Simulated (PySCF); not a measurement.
F3H3O2Ti, SMILES [OH2]->[Ti]([F])([F])([F])[OH], multiplicity 1. Atoms are numbered in the order given.

```xyz
9

Ti     0.1582     0.0849    -0.1666
F      1.0228    -1.4184     0.0765
F     -1.4062    -0.0845    -0.9864
F      0.2499     1.3100     1.1093
O      1.1540     0.8198    -1.4287
H      1.7539     0.4994    -2.1131
O     -1.2347    -0.7875     1.5173
H     -2.1093    -0.8121     1.1000
H     -1.2789    -0.0768     2.1751
```

The structure is a stationary point at B3LYP-D3(BJ)/def2-SVP. The spin state was assumed, not searched. Other conformers were not sampled.

Two levels are set side by side: PBE/pcSseg-1 (PySCF) and PBE0/pcSseg-1 (PySCF). GIAO shifts against CFCl3 (¹⁹F), H2O (¹⁷O), TMS (¹H) at the same level; non-relativistic, no solvent, atoms listed together averaged. Differences are taken from unrounded values.

| quantity | PBE |
|---|---|
| δ(¹⁷O) of O5 (ppm) | 383.1 |
| δ(¹H) of H6 (ppm) | 8.02 |
| δ(¹⁷O) of O7 (ppm) | 48.2 |
| δ(¹H) of H8, H9 (ppm) | 2.37 |

**Question.** These are the PBE values. What does PBE0 give? (The exact figures need the calculation; the answer reports its results.)

**Answer.** 
| quantity | PBE0 | PBE minus PBE0 |
|---|---|---|
| δ(¹⁷O) of O5 (ppm) | 389.7 | -6.5 |
| δ(¹H) of H6 (ppm) | 8.00 | 0.02 |
| δ(¹⁷O) of O7 (ppm) | 42.5 | 5.7 |
| δ(¹H) of H8, H9 (ppm) | 2.67 | -0.30 |

Rough cost on one machine, each run with all the roots and properties that it gave: PBE0 against PBE within a factor of 2.
